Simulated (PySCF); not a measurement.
A calculated (PBEsol, PySCF 2.14, x2c-TZVPPall with one added diffuse shell each of s, p type, scalar relativity by spin-free X2C-1e) atom or ion has these occupied shells.

```
shell  electrons  orbital energy (eV)  rms radius, mean of both spins (bohr)
 1s α          1              -51.194                                  0.684
 1s β          1              -50.989                                  0.684
 2s α          1               -3.157                                   4.15
```

**Question.** Name the element and its charge.

**Answer.** Li (lithium, neutral), in [He] 2s1, 2S determinant.
